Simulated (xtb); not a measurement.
Job for xtb: GFN2-xTB on BCl2HO (SMILES OB(Cl)Cl), a point of a torsion scan.

```
$ xtb mol.xyz --gfn 2 --opt vtight --chrg 0 --uhf 0 --input xcontrol
5

O     -0.96463818    -0.60630604     0.32807330
B      0.33070276     0.01363882     0.13777056
Cl     0.55861548     1.83009175     0.28300781
Cl     1.81386194    -1.06721009    -0.07841677
H     -1.63800669    -0.27259567    -0.31964234
$constrain
  force constant=1.0
  dihedral: 5,1,2,3,60.0
$end
```

Program output:

```
[...]
           -------------------------------------------------
          |                Calculation Setup                |
           -------------------------------------------------



           -------------------------------------------------
          |                 G F N 2 - x T B                 |
           -------------------------------------------------

        Reference                      10.1021/acs.jctc.8b01176
      * Hamiltonian:
        H0-scaling (s, p, d)           1.850000    2.230000    2.230000
        zeta-weighting                 0.500000
      * Dispersion:
        s8                             2.700000
        a1                             0.520000
        a2                             5.000000
        s9                             5.000000
      * Repulsion:
        kExp                           1.500000    1.000000
        rExp                           1.000000
      * Coulomb:
        alpha                          2.000000
        third order                    shell-resolved
        anisotropic                    true
        a3                             3.000000
        a5                             4.000000
        cn-shift                       1.200000
        cn-exp                         4.000000
        max-rad                        5.000000


          ...................................................
          :                      SETUP                      :
          :.................................................:
          :  # basis functions                  29          :
          :  # atomic orbitals                  27          :
          :  # shells                           11          :
          :  # electrons                        24          :
          :  max. iterations                   250          :
          :  Hamiltonian                  GFN2-xTB          :
          :  restarted?                      false          :
          :  GBSA solvation                  false          :
          :  PC potential                    false          :
          :  electronic temp.          300.0000000     K    :
          :  accuracy                    1.0000000          :
          :  -> integral cutoff          0.2500000E+02      :
          :  -> integral neglect         0.1000000E-07      :
          :  -> SCF convergence          0.1000000E-05 Eh   :
          :  -> wf. convergence          0.1000000E-03 e    :
          :  Broyden damping             0.4000000          :
          :  net charge                          0          :
          :  unpaired electrons                  0          :
          ...................................................

 iter      E             dE          RMSdq      gap      omega  full diag
   1    -14.7977649 -0.147978E+02  0.903E+00    6.21       0.0  T
   2    -14.9000931 -0.102328E+00  0.696E+00    2.79       1.0  T
   3    -14.9832973 -0.832042E-01  0.369E+00    4.68       1.0  T
   4    -15.0022101 -0.189128E-01  0.116E+00    3.94       1.0  T
   5    -15.0055945 -0.338439E-02  0.850E-01    4.43       1.0  T
   6    -15.0090686 -0.347416E-02  0.176E-01    4.22       1.0  T
   7    -15.0090363  0.323350E-04  0.103E-01    4.23       1.0  T
   8    -15.0090556 -0.193418E-04  0.708E-02    4.19       1.0  T
   9    -15.0090853 -0.296680E-04  0.176E-02    4.21       2.5  T
  10    -15.0090857 -0.393750E-06  0.819E-03    4.21       5.5  T
  11    -15.0090857 -0.201977E-07  0.246E-03    4.21      18.2  T
  12    -15.0090857  0.417471E-08  0.282E-03    4.21      15.9  T
  13    -15.0090857 -0.141589E-07  0.976E-04    4.21      45.8  T
  14    -15.0090857 -0.392011E-08  0.277E-04    4.21     161.2  T

   *** convergence criteria satisfied after 14 iterations ***

         #    Occupation            Energy/Eh            Energy/eV
      -------------------------------------------------------------
         1        2.0000           -1.0678611             -29.0580
       ...           ...                  ...                  ...
         6        2.0000           -0.5340390             -14.5319
         7        2.0000           -0.5260974             -14.3158
         8        2.0000           -0.4792482             -13.0410
         9        2.0000           -0.4649619             -12.6523
        10        2.0000           -0.4503988             -12.2560
        11        2.0000           -0.4484238             -12.2022
        12        2.0000           -0.4424435             -12.0395 (HOMO)
        13                         -0.2878070              -7.8316 (LUMO)
        14                         -0.1413251              -3.8457
        15                         -0.0706768              -1.9232
        16                         -0.0190926              -0.5195
        17                          0.0012506               0.0340
       ...                                ...                  ...
        27                          0.2497501               6.7960
      -------------------
[...]
0892450              -2.4285
        15                         -0.0469562              -1.2777
        16                         -0.0067887              -0.1847
        17                          0.0043584               0.1186
       ...                                ...                  ...
        27                          0.5161516              14.0452
      -------------------------------------------------------------
                  HL-Gap            0.1857461 Eh            5.0544 eV
             Fermi-level           -0.3456780 Eh           -9.4064 eV

 SCC (total)                   0 d,  0 h,  0 min,  0.004 sec
 SCC setup                      ...        0 min,  0.000 sec (  1.838%)
 Dispersion                     ...        0 min,  0.000 sec (  0.455%)
 classical contributions        ...        0 min,  0.000 sec (  0.196%)
 integral evaluation            ...        0 min,  0.001 sec ( 27.669%)
 iterations                     ...        0 min,  0.001 sec ( 34.762%)
 molecular gradient             ...        0 min,  0.001 sec ( 32.580%)
 printout                       ...        0 min,  0.000 sec (  1.878%)

         :::::::::::::::::::::::::::::::::::::::::::::::::::::
         ::                     SUMMARY                     ::
         :::::::::::::::::::::::::::::::::::::::::::::::::::::
         :: total energy             -15.003738388275 Eh    ::
         :: gradient norm              0.000068966513 Eh/a0 ::
         :: HOMO-LUMO gap              5.054407780713 eV    ::
         ::.................................................::
         :: SCC energy               -15.050636014880 Eh    ::
         :: -> isotropic ES            0.067628701703 Eh    ::
         :: -> anisotropic ES         -0.001267426895 Eh    ::
         :: -> anisotropic XC         -0.002663688316 Eh    ::
         :: -> dispersion             -0.002772821481 Eh    ::
         :: repulsion energy           0.046814585400 Eh    ::
         :: add. restraining           0.000083041205 Eh    ::
         :: total charge               0.000000000000 e     ::
         :::::::::::::::::::::::::::::::::::::::::::::::::::::

           -------------------------------------------------
          |                Property Printout                |
           -------------------------------------------------

    * Orbital Energies and Occupations

         #    Occupation            Energy/Eh            Energy/eV
      -------------------------------------------------------------
         1        2.0000           -1.0658256             -29.0026
         2        2.0000           -1.0632434             -28.9323
         3        2.0000           -0.7449932             -20.2723
         4        2.0000           -0.6486668             -17.6511
         5        2.0000           -0.5724472             -15.5771
         6        2.0000           -0.5535790             -15.0637
         7        2.0000           -0.5300796             -14.4242
         8        2.0000           -0.4761059             -12.9555
         9        2.0000           -0.4649118             -12.6509
        10        2.0000           -0.4491065             -12.2208
        11        2.0000           -0.4467300             -12.1561
        12        2.0000           -0.4385510             -11.9336 (HOMO)
        13                         -0.2528050              -6.8792 (LUMO)
        14                         -0.0892450              -2.4285
        15                         -0.0469562              -1.2777
        16                         -0.0067887              -0.1847
        17                          0.0043584               0.1186
        18                          0.0044411               0.1208
        19                          0.0050534               0.1375
        20                          0.0056292               0.1532
        21                          0.0058489               0.1592
        22                          0.0071071               0.1934
        23                          0.0297801               0.8104
       ...                                ...                  ...
        27                          0.5161516              14.0452
      -------------------------------------------------------------
                  HL-Gap            0.1857461 Eh            5.0544 eV
             Fermi-level           -0.3456780 Eh           -9.4064 eV

     #   Z          covCN         q      C6AA      α(0)
     1   8 O        1.607    -0.434    21.538     6.264
     2   5 B        2.433     0.521    17.329     7.523
     3  17 Cl       0.908    -0.234   106.555    15.792
     4  17 Cl       0.914    -0.204   105.556    15.718
     5   1 H        0.806     0.351     0.586     1.203
Note: The following floating-point exceptions are signalling: IEEE_UNDERFLOW_FLAG IEEE_DENORMAL
normal termination of xtb

 Mol. C6AA /au·bohr⁶  :        904.737444
 Mol. C8AA /au·bohr⁸  :      33260.298506
 Mol. α(0) /au        :         46.499505


Wiberg/Mayer (AO) data.
largest (>0.10) Wiberg bond orders for each atom

 ---------------------------------------------------------------------------
     #   Z sym  total        # sym  WBO       # sym  WBO       # sym  WBO
 ---------------------------------------------------------------------------
     1   8 O    2.206 --     2 B    1.245     5 H    0.844
     2   5 B    3.385 --     1 O    1.245     4 Cl   1.081     3 Cl   1.044
     3  17 Cl   1.168 --     2 B    1.044
     4  17 Cl   1.208 --     2 B    1.081
     5   1 H    0.877 --     1 O    0.844
 ---------------------------------------------------------------------------

Topologies differ in total number of bonds
Writing topology from bond orders to xtbtopo.mol

molecular dipole:
                 x           y           z       tot (Debye)
 q only:       -0.983      -0.137      -0.399
   full:       -1.116      -0.075      -0.397       3.016
molecular quadrupole (traceless):
                xx          xy          yy          xz          yz          zz
 q only:        1.878       0.552      -3.564       1.177      -0.225       1.686
  q+dip:        1.925       1.275      -4.960       2.072      -0.153       3.035
   full:        1.644       1.052      -5.065       2.220      -0.206       3.421

           -------------------------------------------------
          |                Geometry Summary                 |
           -------------------------------------------------

      molecular mass/u    :       98.7242489
   center of mass at/Å    :        0.7034209       0.1770968       0.1429603
  moments of inertia/u·Å² :        0.7212848E+02   0.1583371E+03   0.2297497E+03
rotational constants/cm⁻¹ :        0.2337167E+00   0.1064667E+00   0.7337392E-01

 * 4 selected distances

     #   Z          #   Z                                           value/Å
     1   8 O        2   5 B                                       1.3294010
     2   5 B        3  17 Cl                                      1.7477133 (max)
     2   5 B        4  17 Cl                                      1.7284649
     1   8 O        5   1 H                                       0.9543039 (min)

 * 3 distinct bonds (by element types)

   Z      Z             #   av. dist./Å        max./Å        min./Å
   1 H    8 O           1     0.9543039     0.9543039     0.9543039
   5 B    8 O           1     1.3294010     1.3294010     1.3294010
   5 B   17 Cl          2     1.7380891     1.7477133     1.7284649


optimized geometry written to: xtbopt.xyz


           -------------------------------------------------
          | TOTAL ENERGY              -15.003738388275 Eh   |
          | GRADIENT NORM               0.000068966513 Eh/α |
          | HOMO-LUMO GAP               5.054407780713 eV   |
           -------------------------------------------------

------------------------------------------------------------------------
------------------------------------------------------------------------
 total:
 SCF:
 ANC optimizer:
```

The run finished.

Warnings raised: the energy holds the restraint's term.

Cost: roughly 0.12 core-seconds.
